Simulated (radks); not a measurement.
Results of a calculation; reference values are marked as such.
Species: Sb XL. Configuration: [Ne] 3s2.

Level of theory: scalar-relativistic Kohn-Sham, LDA (Slater exchange, VWN5 correlation), spin-polarised, spherical densities, finite nucleus; Fermi nuclear charge, rms radius 4.6802 fm (a radial shooting solver on a logarithmic mesh with Libxc functionals).

Energy parts (eV):
| part | energy |
|---|---|
| total | -139450.729 |
| kinetic | 147214.910 |
| electron-nucleus | -300773.871 |
| Hartree | 16471.423 |
| exchange-correlation | -2363.192 |

Orbitals (lengths in bohr, moments of r in powers of bohr; <r^-3> diverges for s and p1/2; r(max) is where P^2 peaks):
| orbital | occ. | eigenvalue (eV) | <r^4> | <1/r> | <r^-3> | r(max) |
|---|---|---|---|---|---|---|
| 1s | 2 | -32722.64 | 3.123e-06 | 54.29 | - | 0.01836 |
| 2s | 2 | -6922.083 | 0.0004949 | 12.62 | - | 0.1029 |
| 2p | 6 | -6481.525 | 0.0003485 | 12.10 | 5211 | 0.08218 |
| 3s | 2 | -2788.926 | 0.01340 | 5.160 | - | 0.2762 |

The highest occupied level is 3s at -2788.9 eV. The electron density at the nucleus is 2.157e+05 e/bohr^3 (large components only). Summed over all electrons, <r^2> = 0.3089 bohr^2, which gives a Langevin (diamagnetic) susceptibility term of -0.245 x 10^-6 cm^3/mol.
